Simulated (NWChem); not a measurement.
Molecule: BCl2, doublet; SMILES Cl[B]Cl

Computed with NWChem. Spin-unrestricted. In the optimisation the excess spin sits in a1 (C2v, its own frame). No stability test was run on the SCF state. Level UHF/def2-SVP: optimisations from one semi-empirical or force-field start; each run changes one setting, and all end within 0.3 mHa of each other.

```json
[
 {"setting": "redundant internal coordinates, default thresholds", "optimisation steps": "3"},
 {"setting": "Cartesian coordinates", "optimisation steps": "4"},
 {"setting": "loose thresholds", "optimisation steps": "3"},
 {"setting": "tight thresholds", "optimisation steps": "6"}
]
```
